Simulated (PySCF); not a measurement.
C3H6O, SMILES C=COC. Atoms are numbered in the order given.

```xyz
10

C     -0.0741     1.8798     0.0000
C      0.3499     0.6127     0.0000
O     -0.4944    -0.4457     0.0000
C      0.1036    -1.7226     0.0000
H     -1.1402     2.1175     0.0000
H      0.6508     2.6940     0.0000
H      1.4204     0.3636     0.0000
H     -0.7086    -2.4622     0.0000
H      0.7282    -1.8832    -0.8984
H      0.7282    -1.8832     0.8984
```

Geometry: B3LYP-D3(BJ)/def2-SVP. Other conformers were not sampled.

Two levels are set side by side: PBE/pcSseg-1 (PySCF) and HF/pcSseg-1 (PySCF). GIAO shifts against H2O (¹⁷O), TMS (¹H), TMS (¹³C) at the same level; non-relativistic, no solvent, atoms listed together averaged. Differences are taken from unrounded values.

```
quantity               HF
------------------  -----
δ(¹³C) of C1 (ppm)   99.0
δ(¹³C) of C2 (ppm)  161.5
δ(¹⁷O) of O3 (ppm)   56.1
δ(¹³C) of C4 (ppm)   55.8
δ(¹H) of H7 (ppm)    6.31
```

Problem. What does PBE give, and how far is it from HF? (The exact figures need the calculation; the answer reports its results.)

Solution. 
```json
[
 {"quantity": "δ(¹³C) of C1 (ppm)", "PBE": "92.6", "PBE minus HF": "-6.4"},
 {"quantity": "δ(¹³C) of C2 (ppm)", "PBE": "159.9", "PBE minus HF": "-1.6"},
 {"quantity": "δ(¹⁷O) of O3 (ppm)", "PBE": "120.5", "PBE minus HF": "64.4"},
 {"quantity": "δ(¹³C) of C4 (ppm)", "PBE": "62.8", "PBE minus HF": "7.1"},
 {"quantity": "δ(¹H) of H7 (ppm)", "PBE": "6.33", "PBE minus HF": "0.02"}
]
```

Rough cost on one machine, each run with all the roots and properties that it gave: HF against PBE within a factor of 2.
